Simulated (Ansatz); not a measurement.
Reaction (substitution at a C–O bond): `COC(N)O` + `N[SiH3]` → `NC(O)N[SiH3]` + CH₃OH

Calculated with Ansatz (gas phase, PBE0-D4/def2-TZVP geometries, no zero-point term in ΔE). CCSD(T)/CBS adds triple-zeta CCSD(T) − MP2 to the extrapolated MP2 energy (def2 sets, frozen cores). This one scheme is used for every species. Each species was taken in one conformer, which may not be the lowest.

```
       species  MP2/def2-QZVPP energy (Eh)
     `COC(N)O`                  -285.22503
     `N[SiH3]`                  -346.74047
`NC(O)N[SiH3]`                  -516.40040
         CH₃OH                  -115.55941
```

Problem. Work out ΔE.

Solution. ΔE = (-516.40040) + (-115.55941) − (-285.22503) − (-346.74047) = 0.00569 Eh = +14.9 kJ/mol. CCSD(T)/CBS gives +15.8 kJ/mol.

Largest T1 diagnostic among the species: 0.011.

In def2-TZVPP, CCSD(T) changes the Hartree–Fock value by −7.3 kJ/mol (the triples alone add −0.5 kJ/mol) and MP2 by −8.6 kJ/mol. The D4 term adds −3.5 kJ/mol with B3LYP and −2.0 kJ/mol with PBE0; it sums over pairs of atoms, weighted by their polarisabilities, and B3LYP, whose exchange is more repulsive, gets the larger term.

B3LYP here is the variant with VWN-RPA as its local correlation; programs differ in this.
